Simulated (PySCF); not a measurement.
C₂H₆AlF, charge +1, doublet, geometry from GFN2-xTB (such geometries of metal compounds can be far from the true shape) (a state made from the parent by changing its charge; the spin is typed, not shown lowest); CAMB3LYP/3-21G (PySCF).

PySCF was given this input:
```python
from pyscf import gto, scf, dft

mol = gto.Mole()
mol.atom = '''
    Al   -0.067417    0.043178   -0.064645
    C     1.854826   -0.187101   -0.676458
    H     2.105596   -1.249915   -0.638556
    H     2.501818    0.391608   -0.012752
    H     1.873977    0.200062   -1.702762
    C    -0.670872   -0.547591    1.781208
    H    -1.394086   -1.356043    1.630716
    H    -1.163713    0.320572    2.232726
    H     0.197162   -0.876264    2.355430
    F    -1.149785    0.712979   -1.072547
'''
mol.basis = '3-21g'
mol.charge = 1
mol.spin = 1
mol.verbose = 4
mol.build()

mf = dft.UKS(mol)
mf.xc = 'camb3lyp'
mf.level_shift = 0.5
mf.max_cycle = 100
mf.kernel()
```

It wrote (shortened):

```
PySCF version 2.14.0

[INPUT] verbose = 4
[INPUT] num. atoms = 10
[INPUT] num. electrons = 39
[INPUT] charge = 1
[INPUT] spin (= nelec alpha-beta = 2S) = 1
[INPUT] symmetry False subgroup None
[INPUT] Mole.unit = angstrom
[INPUT] Symbol           X                Y                Z      unit          X                Y                Z       unit  Magmom
[INPUT]  1 Al    -0.067417000000   0.043178000000  -0.064645000000 AA   -0.127399666140   0.081594594606  -0.122161345323 Bohr   0.0
[INPUT]  2 C      1.854826000000  -0.187101000000  -0.676458000000 AA    3.505113148723  -0.353569647632  -1.278320354771 Bohr   0.0
[INPUT]  3 H      2.105596000000  -1.249915000000  -0.638556000000 AA    3.978999768980  -2.361997028986  -1.206695955198 Bohr   0.0
[INPUT]  4 H      2.501818000000   0.391608000000  -0.012752000000 AA    4.727750833507   0.740031868189  -0.024097787540 Bohr   0.0
[INPUT]  5 H      1.873977000000   0.200062000000  -1.702762000000 AA    3.541303293734   0.378062387933  -3.217753835317 Bohr   0.0
[INPUT]  6 C     -0.670872000000  -0.547591000000   1.781208000000 AA   -1.267764344639  -1.034797018277   3.365995290884 Bohr   0.0
[INPUT]  7 H     -1.394086000000  -1.356043000000   1.630716000000 AA   -2.634440734090  -2.562549883134   3.081606626946 Bohr   0.0
[INPUT]  8 H     -1.163713000000   0.320572000000   2.232726000000 AA   -2.199098857596   0.605793283204   4.219240651196 Bohr   0.0
[INPUT]  9 H      0.197162000000  -0.876264000000   2.355430000000 AA    0.372582182171  -1.655898972816   4.451117605584 Bohr   0.0
[INPUT] 10 F     -1.149785000000   0.712979000000  -1.072547000000 AA   -2.172778752133   1.347335042566  -2.026820085724 Bohr   0.0

nuclear repulsion = 151.422409304874
number of shells = 34
number of NR pGTOs = 90
number of NR cGTOs = 52
basis = 3-21g
ecp = {}

******** <class 'pyscf.dft.uks.UKS'> ********
method = UKS
initial guess = minao
damping factor = 0
level_shift factor = 0.5
DIIS = <class 'pyscf.scf.diis.CDIIS'>
diis_start_cycle = 1
diis_space = 8
diis_damp = 0
SCF conv_tol = 1e-09
SCF conv_tol_grad = None
SCF max_cycles = 100
direct_scf = True
direct_scf_tol = 1e-13
number electrons alpha = 20  beta = 19
XC library pyscf.dft.libxc version 7.1.2
    S. Lehtola, C. Steigemann, M. J. T. Oliveira, and M. A. L. Marques,  SoftwareX 7, 1–5 (2018)
XC functionals = camb3lyp
    T. Yanai, D. P. Tew, and N. C. Handy,  Chem. Phys. Lett. 393, 51 (2004)
radial grids:
    Treutler-Ahlrichs [JCP 102, 346 (1995); DOI:10.1063/1.469408] (M4) radial grids

becke partition: Becke, JCP 88, 2547 (1988); DOI:10.1063/1.454033
pruning grids: <function nwchem_prune>
grids dens level: 3
symmetrized grids: False
atomic radii adjust function: <function treutler_atomic_radii_adjust>
small_rho_cutoff = 0
Set gradient conv threshold to 3.16228e-05
tot grids = 120528
init E= -419.439138476233

cycle= 1 E= -419.268471262659  delta_E= 0.171  |g|= 0.547  |ddm|= 1.71
cycle= 2 E= -419.403531455359  delta_E= -0.135  |g|= 0.347  |ddm|= 0.633
cycle= 3 E= -419.435227361084  delta_E= -0.0317  |g|= 0.108  |ddm|= 0.18
cycle= 4 E= -419.440710750589  delta_E= -0.00548  |g|= 0.0302  |ddm|= 0.0803
cycle= 5 E= -419.441601468119  delta_E= -0.000891  |g|= 0.0132  |ddm|= 0.0409
cycle= 6 E= -419.441877712024  delta_E= -0.000276  |g|= 0.00702  |ddm|= 0.024
cycle= 7 E= -419.441974175557  delta_E= -9.65e-05  |g|= 0.00385  |ddm|= 0.0147
cycle= 8 E= -419.442007158169  delta_E= -3.3e-05  |g|= 0.00221  |ddm|= 0.00845
cycle= 9 E= -419.442019781313  delta_E= -1.26e-05  |g|= 0.00143  |ddm|= 0.00479
cycle= 10 E= -419.442025974063  delta_E= -6.19e-06  |g|= 0.00105  |ddm|= 0.00318
cycle= 11 E= -419.44202895696  delta_E= -2.98e-06  |g|= 0.000712  |ddm|= 0.00201
cycle= 12 E= -419.442030475086  delta_E= -1.52e-06  |g|= 0.000527  |ddm|= 0.00145
cycle= 13 E= -419.442031196992  delta_E= -7.22e-07  |g|= 0.00044  |ddm|= 0.00101
cycle= 14 E= -419.442031562527  delta_E= -3.66e-07  |g|= 0.000291  |ddm|= 0.000681
cycle= 15 E= -419.442031739095  delta_E= -1.77e-07  |g|= 0.000211  |ddm|= 0.000483
cycle= 16 E= -419.442031822354  delta_E= -8.33e-08  |g|= 0.000151  |ddm|= 0.000331
cycle= 17 E= -419.442031861102  delta_E= -3.87e-08  |g|= 0.00011  |ddm|= 0.000227
cycle= 18 E= -419.442031879053  delta_E= -1.8e-08  |g|= 7.68e-05  |ddm|= 0.000155
cycle= 19 E= -419.442031887158  delta_E= -8.11e-09  |g|= 5.33e-05  |ddm|= 0.000103
cycle= 20 E= -419.442031890706  delta_E= -3.55e-09  |g|= 3.73e-05  |ddm|= 6.65e-05
cycle= 21 E= -419.442031892342  delta_E= -1.64e-09  |g|= 2.53e-05  |ddm|= 4.61e-05
cycle= 22 E= -419.442031893026  delta_E= -6.85e-10  |g|= 1.69e-05  |ddm|= 2.89e-05
Extra cycle  E= -419.442031893195  delta_E= -1.69e-10  |g|= 2.94e-05  |ddm|= 4.19e-05
converged SCF energy = -419.442031893195  <S^2> = 0.7680371  2S+1 = 2.0179565
```
